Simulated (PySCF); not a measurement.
An unknown shows these calculated signals:

¹H NMR (300 MHz, computed): δ 6.20 (br, 1H), 1.11 (s, 3H), 1.03 (m, 2H), 0.85 (m, 2H), 0.62 (tt, J = 9.7, 6.0 Hz, 1H).

¹³C{¹H} NMR (computed): δ 15.5 (CH), 14.6 (CH3), 10.6 (CH2).

Averaged over atoms made equivalent by symmetry, fast rotation or ring inversion, single conformer, no solvent, no relativistic terms. NMR shieldings at PBE0/pcSseg-1/GIAO; geometry: PBE0-D3(BJ)/def2-SVP; B3LYP/pcJ-1 coupling constants (spin–dipole term only in couplings to heteroatoms); PySCF 2.14.

Shifts are taken against calculated references (same method and geometry level): ¹H (σref 31.27), ¹³C (σref 184.41) against TMS.

**Question.** Which of these does the molecule contain: a (CH3)2CH unit, a three-membered ring, an OH group, an aldehyde?

**Answer.** 
- A (CH3)2CH unit: no.
- A three-membered ring: yes.
- An OH group: no.
- An aldehyde: no.

The data belong to `CBC1CC1`, C₄H₉B; they needn't prove each group on their own.

Carbon signals by region: 3 below 50 ppm.

Hydrogens on boron are broadened and split by ¹¹B (spin 3/2, 80 %) and 10B (spin 3). A carbon bonded to boron is broadened by the quadrupolar boron nucleus and is often missing from a measured spectrum. Multiplet labels drop couplings under 1 Hz and merge nearly equal ones. Couplings among chemically equivalent protons are left out too, so labels in AA′BB′ or AA′XX′ sets are apparent multiplicities. Unscaled 3J(H,H) at this level run about 10 % above measured values. Shifts are as computed. Against solution values, carbons near 30 ppm lie about +2 ppm off and those near 130 ppm about +5 ppm. Of 1313 compounds with measured shifts, 239 miss one by over three times the rms of a fit or turn the order of signals round; such compounds aren't used in these exercises. Only one conformer was computed, so three-bond couplings in flexible chains and rings are approximate.
